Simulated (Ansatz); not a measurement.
Nudged elastic band run: BClH5NO

The input (input.yaml):

```yaml
crystal:
  periodic: [false, false, false]
  atoms:
    - { symbol: B, position_ang: [-0.070802, -0.468731, -0.137961] }
    - { symbol: O, position_ang: [-0.53851, 0.096391, 1.022391] }
    - { symbol: H, position_ang: [-1.310363, -0.317747, 1.371836] }
    - { symbol: "N", position_ang: [1.067167, 0.060501, -0.74449] }
    - { symbol: H, position_ang: [1.56568, 0.843872, -0.373031] }
    - { symbol: H, position_ang: [1.450094, -0.311748, -1.58631] }
    - { symbol: H, position_ang: [-0.641912, -1.411491, -0.622215] }
    - { symbol: Cl, position_ang: [1.223806, 2.680651, 2.020341] }
    - { symbol: H, position_ang: [0.409439, 1.713002, 1.813939] }
basis:
  gaussian: { orbitals: def2-SVP }
hamiltonian:
  xc: hf
neb:
  order_check: false
  images: 5
  f_tol: 0.05
  max_iterations: 60
  final_atoms:
    - { symbol: B, position_ang: [0.26583711, 0.6771411, -0.60848715] }
    - { symbol: O, position_ang: [-0.4017656, -0.26573993, 2.42372181] }
    - { symbol: H, position_ang: [-1.33628477, -0.25124209, 2.28283735] }
    - { symbol: "N", position_ang: [1.4423428, 0.03903934, -0.94381349] }
    - { symbol: H, position_ang: [1.45019851, -0.86652786, -1.3646775] }
    - { symbol: H, position_ang: [2.34694385, 0.40501948, -0.7291446] }
    - { symbol: H, position_ang: [-0.80458309, 0.21684392, -0.85863923] }
    - { symbol: Cl, position_ang: [0.32719034, 2.28949177, 0.18678797] }
    - { symbol: H, position_ang: [-0.13528015, 0.64067427, 2.37591483] }
  initial_path:
    images:
      - { positions_ang: [[-0.070802, -0.468731, -0.137961], [-0.53851, 0.096391, 1.022391], [-1.310363, -0.317747, 1.371836], [1.067167, 0.060501, -0.74449], [1.56568, 0.843872, -0.373031], [1.450094, -0.311748, -1.58631], [-0.641912, -1.411491, -0.622215], [1.223806, 2.680651, 2.020341], [0.409439, 1.713002, 1.813939]] }
      - { positions_ang: [[-0.04464234, -0.3074394, -0.09971269], [-0.38712148, 0.06009054, 1.25964702], [-1.2128316, -0.30274269, 1.58748758], [1.17415523, 0.03649256, -0.73882951], [1.65755267, 0.24975693, -0.57220134], [1.59308208, 0.09122996, -1.37957939], [-0.75790701, -0.92288905, -0.63838479], [0.85793506, 2.4697774, 1.57925958], [0.27437639, 1.51042374, 1.76681353]] }
      - { positions_ang: [[-0.01848268, -0.1461478, -0.06146438], [-0.23573297, 0.02379009, 1.49690303], [-1.11530021, -0.28773838, 1.80313917], [1.28114347, 0.01248413, -0.73316902], [1.74942534, -0.34435813, -0.77137167], [1.73607015, 0.49420792, -1.17284877], [-0.87390201, -0.4342871, -0.65455457], [0.49206413, 2.25890379, 1.13817816], [0.13931378, 1.30784549, 1.71968805]] }
      - { positions_ang: [[0.00767698, 0.0151438, -0.02321607], [-0.08434445, -0.01251037, 1.73415905], [-1.01776881, -0.27273408, 2.01879075], [1.3881317, -0.01152431, -0.72750853], [1.84129801, -0.9384732, -0.97054201], [1.87905823, 0.89718588, -0.96611816], [-0.98989702, 0.05431485, -0.67072436], [0.12619319, 2.04803019, 0.69709674], [0.00425118, 1.10526723, 1.67256258]] }
      - { positions_ang: [[0.09373036, 0.23580956, -0.21830643], [-0.1901515, -0.09692022, 1.9640133], [-1.1239408, -0.26557008, 2.10680629], [1.40620207, 0.00533024, -0.79961019], [1.71093151, -0.91449142, -1.10192051], [2.0350201, 0.73313041, -0.88712697], [-0.92812571, 0.10849121, -0.73336265], [0.19319224, 2.12851738, 0.52699382], [-0.04225927, 0.95040291, 1.90701333]] }
      - { positions_ang: [[0.17978373, 0.45647533, -0.41339679], [-0.29595855, -0.18133008, 2.19386755], [-1.23011278, -0.25840608, 2.19482182], [1.42427243, 0.02218479, -0.87171184], [1.58056501, -0.89050964, -1.233299], [2.19098198, 0.56907495, -0.80813578], [-0.8663544, 0.16266757, -0.79600094], [0.26019129, 2.20900458, 0.35689089], [-0.08876971, 0.79553859, 2.14146408]] }
      - { positions_ang: [[0.26583711, 0.6771411, -0.60848715], [-0.4017656, -0.26573993, 2.42372181], [-1.33628477, -0.25124209, 2.28283735], [1.4423428, 0.03903934, -0.94381349], [1.45019851, -0.86652786, -1.3646775], [2.34694385, 0.40501948, -0.7291446], [-0.80458309, 0.21684392, -0.85863923], [0.32719034, 2.28949177, 0.18678797], [-0.13528015, 0.64067427, 2.37591483]] }
```

Command:

```bash
$ ansatz run input.yaml --threads 1 --pin off --max-ram 2048MiB --backend cpu --events-out ev --progress --plain --runs-dir out
```

Output, in part (warnings, iteration lines, the closing report on the highest movable image, with atoms numbered from 0):

```
NEB end point (image 0): max|allowed force component| = 1.347e-2 eV/Å (the criterion of neb.relax_end_points is 1.000e-2)
NEB end point (image 6): max|allowed force component| = 1.487e-2 eV/Å (the criterion of neb.relax_end_points is 1.000e-2)
NEB iter   1: max|band force component| = 1.094e2 eV/Å  barrier→ = 21.2495 eV  barrier← = 20.7649 eV  Δτ_max = 0.2000 Å  (251 SCF iters)
NEB iter   2: max|band force component| = 3.958e1 eV/Å  barrier→ = 8.5957 eV  barrier← = 8.1111 eV  Δτ_max = 0.1963 Å  (168 SCF iters)
NEB iter   3: max|band force component| = 1.936e1 eV/Å  barrier→ = 4.6195 eV  barrier← = 4.1349 eV  Δτ_max = 0.1973 Å  (162 SCF iters)
NEB iter   4: max|band force component| = 6.263e0 eV/Å  barrier→ = 2.2153 eV  barrier← = 1.7306 eV  Δτ_max = 0.2000 Å  (165 SCF iters)
NEB iter   5: max|band force component| = 3.479e0 eV/Å  barrier→ = 1.5999 eV  barrier← = 1.1153 eV  Δτ_max = 0.1979 Å  (160 SCF iters)
NEB iter   6: max|band force component| = 1.798e0 eV/Å  barrier→ = 1.5194 eV  barrier← = 1.0347 eV  Δτ_max = 0.1995 Å  (161 SCF iters)
NEB iter   7: max|band force component| = 2.573e0 eV/Å  barrier→ = 1.4212 eV  barrier← = 0.9366 eV  Δτ_max = 0.1009 Å  (160 SCF iters)
NEB iter   8: max|band force component| = 2.311e0 eV/Å  barrier→ = 1.3708 eV  barrier← = 0.8861 eV  Δτ_max = 0.1002 Å  (161 SCF iters)
NEB iter   9: max|band force component| = 1.248e0 eV/Å  barrier→ = 1.3410 eV  barrier← = 0.8564 eV  Δτ_max = 0.1014 Å  (161 SCF iters)
NEB iter  10: max|band force component| = 1.626e0 eV/Å  barrier→ = 1.3129 eV  barrier← = 0.8283 eV  Δτ_max = 0.0499 Å  (164 SCF iters)
NEB iter  11: max|band force component| = 2.060e-1 eV/Å  barrier→ = 1.3143 eV  barrier← = 0.8297 eV  CI = image 4  Δτ_max = 0.1001 Å  (166 SCF iters)
NEB iter  12: max|band force component| = 1.661e0 eV/Å  barrier→ = 1.4343 eV  barrier← = 0.9497 eV  CI = image 4  Δτ_max = 0.0503 Å  (162 SCF iters)
NEB iter  13: max|band force component| = 1.572e0 eV/Å  barrier→ = 1.5001 eV  barrier← = 1.0155 eV  CI = image 4  Δτ_max = 0.1006 Å  (165 SCF iters)
NEB iter  14: max|band force component| = 1.702e0 eV/Å  barrier→ = 1.5691 eV  barrier← = 1.0844 eV  CI = image 4  Δτ_max = 0.1982 Å  (164 SCF iters)
NEB iter  15: max|band force component| = 1.595e0 eV/Å  barrier→ = 1.6089 eV  barrier← = 1.1243 eV  CI = image 4  Δτ_max = 0.1845 Å  (165 SCF iters)
NEB iter  16: max|band force component| = 1.169e0 eV/Å  barrier→ = 1.4758 eV  barrier← = 0.9911 eV  CI = image 4  Δτ_max = 0.1973 Å  (158 SCF iters)
NEB iter  17: max|band force component| = 1.014e0 eV/Å  barrier→ = 1.4262 eV  barrier← = 0.9416 eV  CI = image 4  Δτ_max = 0.1977 Å  (157 SCF iters)
NEB iter  18: max|band force component| = 1.108e0 eV/Å  barrier→ = 1.3966 eV  barrier← = 0.9120 eV  CI = image 4  Δτ_max = 0.1969 Å  (155 SCF iters)
NEB iter  19: max|band force component| = 1.398e0 eV/Å  barrier→ = 1.4359 eV  barrier← = 0.9512 eV  CI = image 4  Δτ_max = 0.1980 Å  (156 SCF iters)
NEB iter  20: max|band force component| = 1.773e0 eV/Å  barrier→ = 1.5019 eV  barrier← = 1.0173 eV  CI = image 4  Δτ_max = 0.2000 Å  (164 SCF iters)
NEB iter  21: max|band force component| = 3.680e0 eV/Å  barrier→ = 1.4640 eV  barrier← = 0.9794 eV  CI = image 3  Δτ_max = 0.0991 Å  (162 SCF iters)
NEB iter  22: max|band force component| = 2.851e0 eV/Å  barrier→ = 1.3447 eV  barrier← = 0.8600 eV  CI = image 3  Δτ_max = 0.1959 Å  (162 SCF iters)
NEB iter  23: max|band force component| = 1.563e0 eV/Å  barrier→ = 1.1724 eV  barrier← = 0.6877 eV  CI = image 5  Δτ_max = 0.2000 Å  (163 SCF iters)
NEB iter  24: max|band force component| = 1.737e0 eV/Å  barrier→ = 1.7838 eV  barrier← = 1.2992 eV  CI = image 3  Δτ_max = 0.2000 Å  (165 SCF iters)
NEB iter  25: max|band force component| = 1.666e0 eV/Å  barrier→ = 1.6136 eV  barrier← = 1.1290 eV  CI = image 3  Δτ_max = 0.2000 Å  (167 SCF iters)
NEB iter  26: max|band force component| = 1.811e0 eV/Å  barrier→ = 1.9659 eV  barrier← = 1.4813 eV  CI = image 3  Δτ_max = 0.2000 Å  (173 SCF iters)
NEB iter  27: max|band force component| = 1.759e0 eV/Å  barrier→ = 1.9766 eV  barrier← = 1.4919 eV  CI = image 3  Δτ_max = 0.1928 Å  (169 SCF iters)
NEB iter  28: max|band force component| = 1.724e0 eV/Å  barrier→ = 1.8774 eV  barrier← = 1.3927 eV  CI = image 3  Δτ_max = 0.1002 Å  (165 SCF iters)
NEB iter  29: max|band force component| = 1.086e0 eV/Å  barrier→ = 1.7599 eV  barrier← = 1.2753 eV  CI = image 3  Δτ_max = 0.1011 Å  (173 SCF iters)
NEB iter  30: max|band force component| = 9.160e-1 eV/Å  barrier→ = 1.6445 eV  barrier← = 1.1599 eV  CI = image 3  Δτ_max = 0.1905 Å  (166 SCF iters)
NEB iter  31: max|band force component| = 9.079e-1 eV/Å  barrier→ = 1.5478 eV  barrier← = 1.0632 eV  CI = image 3  Δτ_max = 0.1937 Å  (159 SCF iters)
NEB iter  32: max|band force component| = 4.645e-1 eV/Å  barrier→ = 1.5438 eV  barrier← = 1.0592 eV  CI = image 3  Δτ_max = 0.2000 Å  (170 SCF iters)
NEB iter  33: max|band force component| = 5.241e-1 eV/Å  barrier→ = 1.5408 eV  barrier← = 1.0562 eV  CI = image 3  Δτ_max = 0.0980 Å  (164 SCF iters)
NEB iter  34: max|band force component| = 1.782e-1 eV/Å  barrier→ = 1.5400 eV  barrier← = 1.0553 eV  CI = image 3  Δτ_max = 0.1978 Å  (157 SCF iters)
NEB iter  35: max|band force component| = 1.746e0 eV/Å  barrier→ = 1.5394 eV  barrier← = 1.0547 eV  CI = image 3  Δτ_max = 0.0965 Å  (150 SCF iters)
NEB iter  36: max|band force component| = 1.718e-1 eV/Å  barrier→ = 1.5391 eV  barrier← = 1.0544 eV  CI = image 3  Δτ_max = 0.1842 Å  (147 SCF iters)
NEB iter  37: max|band force component| = 3.967e-1 eV/Å  barrier→ = 1.5390 eV  barrier← = 1.0543 eV  CI = image 3  Δτ_max = 0.1009 Å  (148 SCF iters)
NEB iter  38: max|band force component| = 1.016e0 eV/Å  barrier→ = 1.5389 eV  barrier← = 1.0543 eV  CI = image 3  Δτ_max = 0.0480 Å  (138 SCF iters)
NEB iter  39: max|band force component| = 2.986e-1 eV/Å  barrier→ = 1.5389 eV  barrier← = 1.0543 eV  CI = image 3  Δτ_max = 0.0941 Å  (139 SCF iters)
NEB iter  40: max|band force component| = 3.129e-1 eV/Å  barrier→ = 1.5389 eV  barrier← = 1.0542 eV  CI = image 3  Δτ_max = 0.0480 Å  (139 SCF iters)
NEB iter  41: max|band force component| = 1.862e-1 eV/Å  barrier→ = 1.5389 eV  barrier← = 1.0542 eV  CI = image 3  Δτ_max = 0.0479 Å  (137 SCF iters)
NEB iter  42: max|band force component| = 1.620e-1 eV/Å  barrier→ = 1.5389 eV  barrier← = 1.0542 eV  CI = image 3  Δτ_max = 0.0963 Å  (134 SCF iters)
NEB iter  43: max|band force component| = 1.541e-1 eV/Å  barrier→ = 1.5389 eV  barrier← = 1.0542 eV  CI = image 3  Δτ_max = 0.0966 Å  (133 SCF iters)
NEB iter  44: max|band force component| = 1.014e-1 eV/Å  barrier→ = 1.5389 eV  barrier← = 1.0542 eV  CI = image 3  Δτ_max = 0.1950 Å  (133 SCF iters)
NEB iter  45: max|band force component| = 1.454e-1 eV/Å  barrier→ = 1.5389 eV  barrier← = 1.0542 eV  CI = image 3  Δτ_max = 0.0963 Å  (133 SCF iters)
NEB iter  46: max|band force component| = 3.677e-1 eV/Å  barrier→ = 1.5389 eV  barrier← = 1.0542 eV  CI = image 3  Δτ_max = 0.0480 Å  (135 SCF iters)
NEB iter  47: max|band force component| = 3.156e-1 eV/Å  barrier→ = 1.5389 eV  barrier← = 1.0542 eV  CI = image 3  Δτ_max = 0.0478 Å  (133 SCF iters)
NEB iter  48: max|band force component| = 8.326e-2 eV/Å  barrier→ = 1.5389 eV  barrier← = 1.0542 eV  CI = image 3  Δτ_max = 0.0957 Å  (137 SCF iters)
NEB iter  49: max|band force component| = 6.743e-2 eV/Å  barrier→ = 1.5389 eV  barrier← = 1.0542 eV  CI = image 3  Δτ_max = 0.0956 Å  (134 SCF iters)
NEB iter  50: max|band force component| = 4.010e-2 eV/Å  barrier→ = 1.5389 eV  barrier← = 1.0542 eV  CI = image 3  Δτ_max = 0.0000 Å  (319 SCF iters)
Total energy: -16767.53846547 eV, -616.1956731602 hartree
Atom 0 at     0.049495     0.246470    -0.053100 Å, force    -0.000015    -0.000213     0.000073 eV/Å
Atom 1 at    -0.040229    -0.150373     1.426685 Å, force     0.000094     0.000156     0.000112 eV/Å
Atom 2 at    -0.906919    -0.452771     1.675433 Å, force    -0.000047     0.000074     0.000009 eV/Å
Atom 3 at     1.225373    -0.161318    -0.671296 Å, force     0.000065     0.000078    -0.000187 eV/Å
Atom 4 at     2.082642    -0.238811    -0.162248 Å, force    -0.000035     0.000016     0.000047 eV/Å
Atom 5 at     1.361423     0.026504    -1.643136 Å, force     0.000043    -0.000023     0.000011 eV/Å
Atom 6 at    -0.998390     0.367075    -0.597340 Å, force    -0.000019     0.000160    -0.000004 eV/Å
Atom 7 at     0.286639     2.467657     0.993879 Å, force    -0.000068    -0.000099    -0.000053 eV/Å
Atom 8 at     0.094566     0.780265     1.795623 Å, force    -0.000019    -0.000149    -0.000008 eV/Å
Dipole moment:    -0.142429    -1.143096     0.037198 e Å
```

The forces met the threshold. The profile has 2 maxima (images 3, 5) with wells between them (image 4): this band takes more than one step, which may be the mechanism or a detour left from its start path. Neighbouring images differ by up to 1.4 eV, so the band resolves the path poorly. A vibrational analysis at the climbing image gives one clearly imaginary mode, 325i cm⁻¹: a first-order saddle point. The orbitals stay closed-shell, which can raise the energy where a bond breaks towards radicals; this wasn't checked here.

Final band (atoms are numbered from 1 in the order of the input):

```csv
image,path coordinate (Å),energy (eV),B1–O2 (Å),Cl8–H9 (Å),B1–Cl8 (Å)
0,0.00,0.00,1.37,1.28,4.03
1,1.24,0.04,1.37,1.28,3.97
2,2.49,0.12,1.38,1.28,3.45
3,3.73,1.54,1.53,1.88,2.47
4,7.11,0.53,3.87,3.11,1.79
5,10.50,0.59,4.11,5.68,1.79
6,13.88,0.48,3.24,2.78,1.80
```

Time of the run: 4.8 min on 1 thread of Arm Neoverse V2, on a shared host, peak memory 0.15 GiB.
